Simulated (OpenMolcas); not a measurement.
Computed levels of 2s² 2p² in ions with 6 electrons, in cm-1 above ³P₀.

```yaml
Program: OpenMolcas 26.06
Method: CASSCF
Basis: ANO-RCC-VQZP
Scalar_Hamiltonian: DKH2, point nucleus
Spin-orbit_coupling: RASSI with atomic mean-field integrals over the reference wave functions, term energies averaged over their components
```

Active space for each ion: 2 electrons in 3 orbitals (2p).

```tsv
Level	C	N+	F3+	Ne4+
³P₁	15.7	47.7	222	402
³P₂	46.9	142	653	1166
¹D₂	12625	17800	27882	32979
¹S₀	30969	43858	68610	80806
```

Question: Estimate ³P₂, ¹D₂, ¹S₀ for O2+ from its neighbours N+ and F3+.

Answer: ³P₂ is fine structure, which grows about as the fourth power of a screened charge, so the fourth roots are averaged: ((142^0.25 + 653^0.25) / 2)^4 = 327. The calculation gives 328, so the estimate is off by -0.3 %.
¹D₂ is another term, which grows about linearly with the charge: (17800 + 27882) / 2 = 22841. The calculation gives 22850, so the estimate is off by 0 %; the measured value is 20273 (Moore, Selected Tables of Atomic Spectra, NSRDS-NBS 3, section 11).
¹S₀ is another term, which grows about linearly with the charge: (43858 + 68610) / 2 = 56234. The calculation gives 56328, so the estimate is off by -0.2 %; the measured value is 43186 (Moore, Selected Tables of Atomic Spectra, NSRDS-NBS 3, section 11).

With the s shell closed, the reference lacks s² → p² mixing. Without dynamic correlation excited terms often stand tens of per cent too high (terms of higher spin than the ground term too low), and those without a measured partner can miss by more than the paired ones (holds for C; N+). Computed and measured levels are paired by configuration, term and J; levels that our copy of the source lacks, or whose pairing is in doubt (as where it misses far off the trend of its configuration), stay unpaired and out of the deviations. Only configurations of the active space appear.
